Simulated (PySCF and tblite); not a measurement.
The numbers below are computed, except where a source is named.
Stationary points of C₆H₈BFO at GFN2-xTB, in Å:

Structure A

```
 1 B     3.226   -0.736    0.868
 2 C     1.884   -0.142    0.334
 3 C     0.607   -0.224    0.814
 4 C    -0.242    0.511   -0.065
 5 C    -1.722    0.683    0.019
 6 C    -2.449   -0.557   -0.501
 7 C     0.608    0.974   -1.017
 8 F     0.381    1.729   -2.091
 9 O     1.879    0.607   -0.806
10 H     3.566   -1.800    0.528
11 H     3.871   -0.124    1.625
12 H     0.295   -0.742    1.698
13 H    -2.015    1.553   -0.570
14 H    -2.002    0.859    1.060
15 H    -2.199   -0.731   -1.545
16 H    -2.163   -1.435    0.073
17 H    -3.525   -0.424   -0.421
```

Structure B

```
 1 B     3.232   -0.698    0.801
 2 C     1.911   -0.135    0.307
 3 C     0.621   -0.264    0.795
 4 C    -0.251    0.469   -0.035
 5 C    -1.734    0.608    0.051
 6 C    -2.432   -0.516   -0.716
 7 C     0.587    0.993   -0.984
 8 F     0.302    1.777   -2.018
 9 O     1.853    0.663   -0.813
10 H     3.228   -1.364    1.759
11 H     4.217   -0.460    0.225
12 H     0.340   -0.826    1.664
13 H    -2.032    1.571   -0.366
14 H    -2.034    0.575    1.100
15 H    -2.160   -0.482   -1.768
16 H    -2.143   -1.486   -0.316
17 H    -3.511   -0.413   -0.635
```

Level: CAM-B3LYP/pcSseg-1 + D3(BJ) on GFN2-xTB stationary points, with GFN2-xTB thermal terms.

Question: Which structure is a saddle point, and along which motion?

Answer: A: one imaginary mode (415i cm⁻¹ at GFN2-xTB, mostly on H11, H10), along the rotation about the B1–C2 bond (torsion H–B1–C2–C3 from 0° to 180°, rising).

Question: Give their symmetry and energies above the lowest.

Answer: A C1, 18.3 kcal/mol; B C1, 0.0 kcal/mol.
